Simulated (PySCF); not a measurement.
Cd(Me)2 (C2H6Cd), SMILES [CH3][Cd][CH3].

Geometry optimised at B3LYP-D3(BJ)/def2-SVP. The isomer is the one that the SMILES or the coordinates give; other isomers of the formula were not compared. The def2 effective core potentials stand for the cores of Cd; spin–orbit coupling is left out.

Calculation: TDA-PBE/def2-SVPD in PySCF.

Vertical excitations; the highest root listed may be one member of a degenerate set.  State labels are in the subgroup C2h.

Q: Give excitation energies, oscillator strengths and character. (An estimate is asked for; the answer gives what the named calculation found.)

A: 
```json
[
 {"state": "S1", "symmetry": "Bg", "energy (eV)": "5.15", "λ (nm)": "241", "f": "0.000", "main pairs": "HOMO→LUMO (degenerate set)"},
 {"state": "S2", "symmetry": "Ag", "energy (eV)": "5.15", "λ (nm)": "241", "f": "0.000", "main pairs": "HOMO→LUMO+1 (degenerate set)"},
 {"state": "S3", "symmetry": "Bu", "energy (eV)": "6.03", "λ (nm)": "205", "f": "0.499", "main pairs": "HOMO→LUMO+2 86 %"},
 {"state": "S4", "symmetry": "Ag", "energy (eV)": "6.59", "λ (nm)": "188", "f": "0.000", "main pairs": "HOMO→LUMO+3 99 %"},
 {"state": "S5", "symmetry": "Ag", "energy (eV)": "7.04", "λ (nm)": "176", "f": "0.000", "main pairs": "HOMO−1→LUMO+2 94 %"},
 {"state": "S6", "symmetry": "Au", "energy (eV)": "7.22", "λ (nm)": "172", "f": "0.237", "main pairs": "HOMO−1→LUMO (degenerate set)"},
 {"state": "S7", "symmetry": "Bu", "energy (eV)": "7.22", "λ (nm)": "172", "f": "0.237", "main pairs": "HOMO−1→LUMO+1 (degenerate set)"},
 {"state": "S8", "symmetry": "Bu", "energy (eV)": "8.04", "λ (nm)": "154", "f": "0.013", "main pairs": "HOMO−1→LUMO+3 92 %"},
 {"state": "S9", "symmetry": "Bu", "energy (eV)": "8.12", "λ (nm)": "153", "f": "0.001", "main pairs": "HOMO→LUMO+4 33 %, HOMO−2→LUMO+1 30 %, HOMO−3→LUMO 30 %"},
 {"state": "S10", "symmetry": "Au", "energy (eV)": "8.16", "λ (nm)": "152", "f": "0.000", "main pairs": "HOMO−3→LUMO+1 50 %, HOMO−2→LUMO 50 %"},
 {"state": "T1", "symmetry": "Bu", "energy (eV)": "4.83", "λ (nm)": "257", "f": "0", "main pairs": "HOMO→LUMO+2 99 %"},
 {"state": "T2", "symmetry": "Bg", "energy (eV)": "4.98", "λ (nm)": "249", "f": "0", "main pairs": "HOMO→LUMO (degenerate set)"},
 {"state": "T3", "symmetry": "Ag", "energy (eV)": "4.98", "λ (nm)": "249", "f": "0", "main pairs": "HOMO→LUMO+1 (degenerate set)"},
 {"state": "T4", "symmetry": "Au", "energy (eV)": "6.17", "λ (nm)": "201", "f": "0", "main pairs": "HOMO−1→LUMO 99 %"}
]
```
Triplets are in the Tamm–Dancoff approximation.
